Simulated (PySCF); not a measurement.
Species: [MoO3F]- (charge -1 and singlet state).
Geometry (PBE0-D3(BJ)/def2-SVP, Å), atoms numbered from 1 in this order:
```
atom  x, y, z in Å
Mo1    0.0326    0.0140    0.0059
O2    -0.0174   -0.1010    1.7152
O3     1.6580    0.1294   -0.5236
O4    -0.8482    1.3899   -0.5122
F5    -0.7501   -1.5427   -0.7475
```

Theory: PBE0-D3(BJ)/def2-SVP geometry optimisation, gas phase, def2 core potentials past Kr (PySCF).

Masses are those of the commonest isotopes; rigid-rotor values at the optimised geometry. 

(1) Give the principal moments of inertia and the rotational constants in MHz.

(2) What kind of rotor is it?

(3) Where do the R-branch lines fall?

(4) Estimate the classical rotational partition function at 50 K, 200 K and 500 K.

Answers

(1) Ia = 125.91, Ib = 145.89, Ic = 145.93 u·Å²; 505379 MHz·u·Å²/I gives A = 4014, B = 3464, C = 3463 MHz.

(2) A prolate symmetric top, as the point group C3v requires two equal moments; the computed ones differ by 0.03 % because the geometry is symmetric only within the optimiser's tolerance: κ = (2 × 3464 − 4014 − 3463)/(4014 − 3463) = -1.00.

(3) The dipole of 1.49 D (about the centre of mass, as the species is charged) lies along the symmetry axis, so ΔK = 0 and J+1 ← J falls at 2B(J+1) for every K: 6.93 GHz, 13.85 GHz, 20.78 GHz, 27.71 GHz, 34.64 GHz for J = 0 to 4.

(4) Point group C3v, symmetry number σ = 3; q = (√π/σ)·√((kT/h)³/(ABC)), k/h = 20836.6 MHz/K: 2860 at 50 K, 22900 at 200 K, 90500 at 500 K.

Stationary, but not proved a minimum. The geometry's basis has no diffuse functions, a weakness for an anion. Zero-point vibration and centrifugal distortion are left out.

Hardware: one thread, Arm Neoverse V1 (aarch64), no GPU, on a shared host. Cost: 34 s, 0.34 GiB resident at most. This is the geometry optimisation.
